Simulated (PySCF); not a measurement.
Be(Br)(Et) (C2H5BeBr), SMILES C[CH2][Be][Br].

Coordinates come from a PBE-D3(BJ)/def2-SVP optimisation. The structure was generated by enumeration; whether it is a known compound was not checked. Other conformers were not sampled.

Calculation: PBE-D3(BJ)/def2-SVP (PySCF 2.14.0).

Frequencies are harmonic and unscaled.

```tsv
mode	ν (cm⁻¹)	IR (km/mol)	moving atoms (share of kinetic energy)
1	95	0.6	C 46 %, H 22 %, Be 22 %, Br 11 %
2	145	1.4	H 65 %, Be 31 %
3	270	5.5	H 54 %, Be 41 %
4	322	13.1	Be 40 %, C 33 %, Br 17 %, H 10 %
5	424	23.9	C 42 %, Be 36 %, H 14 %
6	592	48.6	H 65 %, C 21 %, Be 13 %
7	897	3.5	H 90 %, C 8 %
8	928	16.0	H 86 %, C 13 %
9	965	37.1	C 56 %, Be 29 %, H 14 %
10	1052	130.8	Be 39 %, H 37 %, C 23 %
11	1197	3.6	H 78 %, C 22 %
12	1214	63.3	C 45 %, H 39 %, Be 16 %
13	1345	6.0	H 84 %, C 16 %
14	1362	3.2	H 91 %, C 9 %
15	1424	5.1	H 96 %
16	1434	5.3	H 97 %
17	2933	14.6	H 95 %
18	2958	42.5	H 97 %
19	2975	7.4	H 91 %, C 9 %
20	3034	23.3	H 91 %, C 9 %
21	3047	23.8	H 91 %, C 9 %
```
